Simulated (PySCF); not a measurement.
Z-matrix (Å, degrees):
```
B
O 1 1.3649
H 2 0.9621 1 114.85
O 1 1.3649 2 118.95 3 179.98
H 4 0.9620 1 114.85 2 -179.98
O 1 1.3675 2 120.52 3 -0.01
```
Charge 0, spin multiplicity 2.

**Question.** What is the computed highest occupied spin orbital, dipole moment and total energy (PySCF with PBE-D3(BJ)/def2-TZVP // B3LYP-D3(BJ)/def2-TZVP)?

**Answer.** 
```json
{
  "highest_occupied_spin_orbital": "-7.48 eV",
  "dipole_moment": "0.133 e·Å",
  "total_energy": "-251.6386 Ha"
}
```
